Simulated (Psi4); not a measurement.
methyl chloride (CH₃Cl), singlet, at a GFN2-xTB geometry, with bond 2-1 at 1.6 times its length; CAM-B3LYP/6-31G run with Psi4.

Psi4 was given this input:
```
memory 2 GB

molecule mol {
0 1
C    -0.001492    0.046936   -1.121829
Cl    0.002286   -0.071932    1.719284
H    -0.032176    1.090666   -1.418473
H     0.905540   -0.427399   -1.483233
H    -0.879195   -0.479816   -1.483053
}

set {
  basis 6-31g
  reference rks
  d_convergence 1e-8
}

energy('cam-b3lyp')
print_variables()
```

The log (banner, timings and long lists left out):

```
   => Loading Basis Set <=

    Name: 6-31G
    Role: ORBITAL
    Keyword: BASIS

         ---------------------------------------------------------
                                   SCF
               by Justin Turney, Rob Parrish, Andy Simmonett
                          and Daniel G. A. Smith
                              RKS Reference
         ---------------------------------------------------------

  ==> Geometry <==

    Molecular point group: c1
    Full point group: C1

    Geometry (in Angstrom), charge = 0, multiplicity = 1:

       Center              X                  Y                   Z               Mass
    ------------   -----------------  -----------------  -----------------  -----------------
         C           -0.002615335759     0.082286644382    -1.966766071565    12.000000000000
         CL           0.001162664241    -0.036581355618     0.874346928435    34.968852682000
         H           -0.033299335759     1.126016644382    -2.263410071565     1.007825032230
         H            0.904416664241    -0.392048355618    -2.328170071565     1.007825032230
         H           -0.880318335759    -0.444465355618    -2.327990071565     1.007825032230

  Running in c1 symmetry.

  Rotational constants: A =      5.24674  B =      0.18525  C =      0.18525 [cm^-1]
  Rotational constants: A = 157293.28327  B =   5553.67710  C =   5553.67706 [MHz]
  Nuclear repulsion =   36.710454564242163

  Charge       = 0
  Multiplicity = 1
  Electrons    = 26
  Nalpha       = 13
  Nbeta        = 13

  ==> Algorithm <==

  SCF Algorithm Type is DF.
  DIIS enabled.
  MOM disabled.
  Fractional occupation disabled.
  Guess Type is SAD.
  Energy threshold   = 1.00e-06
  Density threshold  = 1.00e-08
  Integral threshold = 1.00e-12

  ==> Primary Basis <==

  Basis Set: 6-31G
    Blend: 6-31G
    Number of shells: 18
    Number of basis functions: 28
    Number of Cartesian functions: 28
    Spherical Harmonics?: false
    Max angular momentum: 1

  ==> DFT Potential <==

   => LibXC <=

    Version 7.1.2
    S. Lehtola, C. Steigemann, M. J. T. Oliveira, and M. A. L. Marques,  SoftwareX 7, 1–5 (2018) (10.1016/j.softx.2017.11.002)

   => Composite Functional: CAM-B3LYP <=

    CAM-B3LYP Hyb-GGA Exchange-Correlation Functional

    T. Yanai, D. P. Tew, and N. C. Handy,  Chem. Phys. Lett. 393, 51 (2004) (10.1016/j.cplett.2004.06.011)

    Deriv               =              1
    GGA                 =           TRUE
    Meta                =          FALSE

    Exchange Hybrid     =           TRUE
    MP2 Hybrid          =          FALSE

   => Exchange Functionals <=

    0.3500         Becke 88 [omega = 0.3300]
    0.4600   Short-range recipe for B88 functional - erf [omega = 0.3300]

   => Exact (HF) Exchange <=

    0.4600            HF,LR [omega = 0.3300]
    0.1900               HF

   => Correlation Functionals <=

    0.1900   Vosko, Wilk & Nusair (VWN5)
    0.8100   Lee, Yang & Parr

   => LibXC Density Thresholds  <==

    XC_HYB_GGA_XC_CAM_B3LYP:  1.00E-14

   => Molecular Quadrature <=

    Radial Scheme          =       TREUTLER
    Pruning Scheme         =           NONE
    Nuclear Scheme         =       TREUTLER

    Blocking Scheme        =         OCTREE
    BS radius alpha        =              1
    Pruning alpha          =              1
    Radial Points          =             75
    Spherical Points       =            302
    Total Points           =         107691
    Total Blocks           =            876
    Max Points             =            256
    Max Functions          =             28
    Weights Tolerance      =       1.00E-15

   => Loading Basis Set <=

    Name: (6-31G AUX)
    Role: JKFIT
    Keyword: DF_BASIS_SCF

  ==> Integral Setup <==

  SCF_SUBTYPE=INCORE selected. In-core MEM_DF algorithm will be used.
  Using in-core AOs.

  ==> MemDFJK: Density-Fitted J/K Matrices <==

    J tasked:                   Yes
    K tasked:                   Yes
    wK tasked:                  Yes
    Omega:                3.300E-01
    Algorithm:                 Core
    Schwarz Cutoff:           1E-12
    Mask sparsity (%):       1.2755
    Fitting Condition:        1E-10

   => Auxiliary Basis Set <=

  Basis Set: (6-31G AUX)
    Blend: CC-PVDZ-JKFIT
    Number of shells: 87
    Number of basis functions: 286
    Number of Cartesian functions: 286
    Spherical Harmonics?: false
    Max angular momentum: 3

  Minimum eigenvalue in the overlap matrix is 2.6242612871E-02.
  Reciprocal condition number of the overlap matrix is 6.6562918069E-03.
    Using symmetric orthogonalization.

  ==> Pre-Iterations <==

  SCF Guess: Superposition of Atomic Densities via on-the-fly atomic UHF (no occupation information).

   -------------------------
    Irrep   Nso     Nmo
   -------------------------
     A         28      28
   -------------------------
    Total      28      28
   -------------------------

  ==> Iterations <==

                           Total Energy        Delta E     RMS |[F,P]|

   @DF-RKS iter SAD:  -499.22105821213717   -4.99221e+02   0.00000e+00
   @DF-RKS iter   1:  -499.89260148514990   -6.71543e-01   9.04767e-03 ADIIS/DIIS
   @DF-RKS iter   2:  -499.87137797341904    2.12235e-02   1.12936e-02 ADIIS/DIIS
   @DF-RKS iter   3:  -499.93654228227609   -6.51643e-02   3.79103e-03 ADIIS/DIIS
   @DF-RKS iter   4:  -499.94376726180167   -7.22498e-03   7.31249e-04 ADIIS/DIIS
   @DF-RKS iter   5:  -499.94405141064669   -2.84149e-04   2.20766e-05 DIIS
   @DF-RKS iter   6:  -499.94405181842387   -4.07777e-07   7.24304e-06 DIIS
   @DF-RKS iter   7:  -499.94405184845596   -3.00321e-08   1.63243e-07 DIIS
   @DF-RKS iter   8:  -499.94405184848222   -2.62617e-11   5.10300e-08 DIIS
   @DF-RKS iter   9:  -499.94405184848392   -1.70530e-12   2.30556e-09 DIIS
  Energy and wave function converged.

  ==> Post-Iterations <==

   Electrons on quadrature grid:
      Ntotal   =   26.0000001115 ; deviation = 1.115e-07

    Orbital Energies [Eh]
    ---------------------

    Doubly Occupied:

       1A   -101.570595     2A    -10.381189     3A     -9.496757
       4A     -7.262585     5A     -7.251128     6A     -7.251128
       7A     -0.839865     8A     -0.818006     9A     -0.545066
      10A     -0.545065    11A     -0.360653    12A     -0.338659
      13A     -0.338659

    Virtual:

      14A     -0.130482    15A      0.126749    16A      0.176806
      17A      0.176806    18A      0.452638    19A      0.497097
      20A      0.497098    21A      0.565325    22A      0.607932
      23A      0.607933    24A      0.641707    25A      0.931800
      26A      0.936375    27A      0.936375    28A      1.039521

    Final Occupation by Irrep:
              A
    DOCC [    13 ]
    NA   [    13 ]
    NB   [    13 ]

  @DF-RKS Final Energy:  -499.94405184848392

   => Energetics <=

    Nuclear Repulsion Energy =             36.7104545642421627
    One-Electron Energy =                -761.2637980081501610
    Two-Electron Energy =                 250.7696825636413109
    DFT Exchange-Correlation Energy =     -26.1603909682171896
    Empirical Dispersion Energy =           0.0000000000000000
    VV10 Nonlocal Energy =                  0.0000000000000000
    Total Energy =                       -499.9440518484839231

Computation Completed

Properties will be evaluated at   0.000000,   0.000000,   0.000000 [a0]

Properties computed using the SCF density matrix

 Multipole Moments:

 ------------------------------------------------------------------------------------
     Multipole            Electronic (a.u.)      Nuclear  (a.u.)        Total (a.u.)
 ------------------------------------------------------------------------------------

 L = 1.  Multiply by 2.5417464519 to convert [e a0] to [Debye]
 Dipole X            :          0.0069739           -0.0096900           -0.0027161
 Dipole Y            :         -0.2194515            0.3048879            0.0854365
 Dipole Z            :          5.2452230           -7.2872920           -2.0420690
 Magnitude           :                                                    2.0438573

 ------------------------------------------------------------------------------------

  Variable Map:
  ----------------------------------------------------------------------------
  "CURRENT ENERGY"              =>    -499.944051848484
  "CURRENT REFERENCE ENERGY"    =>    -499.944051848484
  "DD SOLVATION ENERGY"         =>       0.000000000000
  "DFT FUNCTIONAL TOTAL ENERGY" =>    -499.944051848484
  "DFT TOTAL ENERGY"            =>    -499.944051848484
  "DFT VV10 ENERGY"             =>       0.000000000000
  "DFT XC ENERGY"               =>     -26.160390968217
  "GRID ELECTRONS ALPHA"        =>      13.000000055767
  "GRID ELECTRONS BETA"         =>      13.000000055767
  "GRID ELECTRONS TOTAL"        =>      26.000000111534
  "NUCLEAR REPULSION ENERGY"    =>      36.710454564242
  "ONE-ELECTRON ENERGY"         =>    -761.263798008150
  "PCM POLARIZATION ENERGY"     =>       0.000000000000
  "PE ENERGY"                   =>       0.000000000000
  "SCF ITERATION ENERGY"        =>    -499.944051848484
  "SCF ITERATIONS"              =>       9.000000000000
  "SCF TOTAL ENERGY"            =>    -499.944051848484
  "TWO-ELECTRON ENERGY"         =>     250.769682563641
  "XC GRID RADIAL POINTS"       =>      75.000000000000
  "XC GRID SPHERICAL POINTS"    =>     302.000000000000
  "XC GRID TOTAL POINTS"        =>  107691.000000000000

  Array Variable Map:
  ----------------------------------------------------------------------------
  "CURRENT DIPOLE"              =>      -0.002716081935 ... -2.042068974602 1 by 3
  "SCF DIPOLE"                  =>      -0.002716081935 ... -2.042068974602 1 by 3
  "SCF TOTAL ENERGIES"          =>    -499.221058212137 ... -499.944051848484 1 by 10
```
